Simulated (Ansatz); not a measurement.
Relaxation of F$_{5}$H$_{3}$W (9 atoms, charge 0, multiplicity 1), to a largest force component of 0.03 eV/Å in at most 50 steps.

Method: RKS B3LYP/def2-SVP (Ansatz 0.2.0).

```xyz
9
Properties=species:S:1:pos:R:3
W 0.329 0.150 -0.218
H -0.386 0.395 2.605
F 1.771 -0.394 -1.262
F -0.318 1.894 -0.171
F -1.473 -0.277 -0.065
F 0.480 -1.533 0.563
H -0.129 0.374 -1.829
F 1.635 0.944 0.841
H 0.248 0.694 2.443
```

Problem. Where does it end, and by what steps?

Solution. It converged. After 4 steps the energy has fallen by 0.115 eV; H9 moved furthest, 0.46 Å.

| step | energy less start (eV) | largest force component (eV/Å) | accepted |
| --- | --- | --- | --- |
| 0 | 0.0000 | 1.521 | yes |
| 1 | -0.0927 | 0.154 | yes |
| 2 | -0.1056 | 0.300 | yes |
| 3 | -0.1139 | 0.054 | yes |
| 4 | -0.1146 | 0.026 | yes |

```xyz
9
Properties=species:S:1:pos:R:3
W 0.388 0.152 -0.317
H -0.553 0.344 2.827
F 1.716 -0.508 -1.439
F -0.280 1.881 -0.154
F -1.407 -0.295 -0.121
F 0.568 -1.480 0.563
H -0.144 0.413 -1.901
F 1.805 0.952 0.594
H 0.064 0.788 2.856
```

Whether the end is a true minimum wasn't checked by a vibrational analysis.

The run took 13 s on 4 threads of Intel(R) Xeon(R) Platinum 8375C CPU @ 2.90GHz (Ice Lake) (shared host), peak memory 0.3 GiB.
